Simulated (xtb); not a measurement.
lutetium atom (Lu), doublet (GFN-xTB shapes and energies of metal compounds can be far from the true ones). Base run: GFN2-xTB (xtb).

The xtb input:
```
$ xtb mol.xyz --gfn 2 --uhf 1 --json

# file mol.xyz
1

Lu     0.00000000     0.00000000     0.00000000
```

Variants of this job, named by their change:

```tsv
change	ΔE vs base (kcal/mol)	G_solv (kcal/mol)	SCF cycles
base	0.000	-	42
alpb = ether	3.11	3.11	42
file = coord	0.000	-	42
acc = 0.1	0.000	-	53
acc = 1000	0.000	-	14
gbsa = methanol	2.11	2.11	42
acc = 0.0001	0.000	-	84
etemp = 1000	-3.48	-	19
```

ALPB and GBSA are two models with their own fitted parameters for each solvent, which aren't always the measured dielectric constant.
